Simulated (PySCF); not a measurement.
Electronic structure of As (arsenic, neutral) at the UHF level

Configuration: [Ar] 3d10 4s2 4p3, high-spin 4S determinant. All numbers are calculated (PySCF 2.14, the spin-free X2C one-electron Hamiltonian (Gaussian nucleus), in cc-pVTZ-DK).

- Total energy: -2259.014353 hartree
- One-electron energy: -3146.3768 hartree
- Hartree (Coulomb) energy: 970.1266 hartree
- Exchange energy: -82.7641 hartree
- ⟨S²⟩: 3.7511
- ⟨L²⟩: 0.000
- Sum of ⟨r⟩: 24.64 bohr
- Sum of ⟨r²⟩: 40.55 bohr²
- Langevin diamagnetic susceptibility: -32.1 ×10⁻⁶ cm³/mol
- Time after the integrals: 0.09 s of wall time on 1 thread of Neoverse-V2 (shared host)

| shell | electrons | mean orbital energy (eV) | rms radius, mean of both spins (bohr) |
| --- | --- | --- | --- |
| 1s α | 1 | -11943.9 | 0.0524 |
| 1s β | 1 | -11943.7 | 0.0524 |
| 2s α | 1 | -1572.1 | 0.219 |
| 2s β | 1 | -1572.1 | 0.219 |
| 2p α | 3 | -1373.9 | 0.196 |
| 2p β | 3 | -1373.7 | 0.196 |
| 3s α | 1 | -225.33 | 0.639 |
| 3s β | 1 | -224.96 | 0.639 |
| 3p α | 3 | -161.71 | 0.667 |
| 3p β | 3 | -161.19 | 0.667 |
| 3d α | 5 | -56.381 | 0.750 |
| 3d β | 5 | -56.123 | 0.750 |
| 4s α | 1 | -22.644 | 2.14 |
| 4s β | 1 | -15.607 | 2.14 |
| 4p α | 3 | -10.035 | 2.70 |

Densities and radii are taken from the X2C orbitals without a picture-change correction, which distorts them close to the nucleus.
